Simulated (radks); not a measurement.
Results of a calculation; reference values are marked as such.
All-electron atom: Ag5+ in [Kr] 4d6. Code: a radial shooting solver on a logarithmic mesh with Libxc functionals. Model: Dirac Kohn-Sham, PBEsol, spin-unpolarised, spherical densities, finite nucleus; open shells fill j = l - 1/2 first; Fermi nuclear charge, rms radius 4.5454 fm.

Unscreened Slater integrals over Kohn-Sham orbitals (cm^-1). Large and small components are both included.

\begin{tabular}{lr}
integral & value \\ \hline
F0(4d5/2,4d5/2) & 170520 \\
F2(4d5/2,4d5/2) & 86945 \\
F4(4d5/2,4d5/2) & 57662 \\
F0(4d5/2,4d3/2) & 171250 \\
F2(4d5/2,4d3/2) & 87291 \\
G2(4d5/2,4d3/2) & 87238 \\
G4(4d5/2,4d3/2) & 57858 \\
F0(4d5/2,4p3/2) & 184370 \\
F2(4d5/2,4p3/2) & 93594 \\
G1(4d5/2,4p3/2) & 118720 \\
G3(4d5/2,4p3/2) & 73385 \\
F0(4d5/2,4p1/2) & 186390 \\
G3(4d5/2,4p1/2) & 73017 \\
F0(4d3/2,4d3/2) & 171990 \\
F2(4d3/2,4d3/2) & 87654 \\
F0(4d3/2,4p3/2) & 185310 \\
F2(4d3/2,4p3/2) & 94246 \\
G1(4d3/2,4p3/2) & 119690 \\
G3(4d3/2,4p3/2) & 74014 \\
F0(4d3/2,4p1/2) & 187380 \\
G1(4d3/2,4p1/2) & 119520 \\
F0(4p3/2,4p3/2) & 202430 \\
F2(4p3/2,4p3/2) & 106600 \\
F0(4p3/2,4p1/2) & 205190 \\
G2(4p3/2,4p1/2) & 107710 \\
F0(4p1/2,4p1/2) & 208100 \\
\end{tabular}
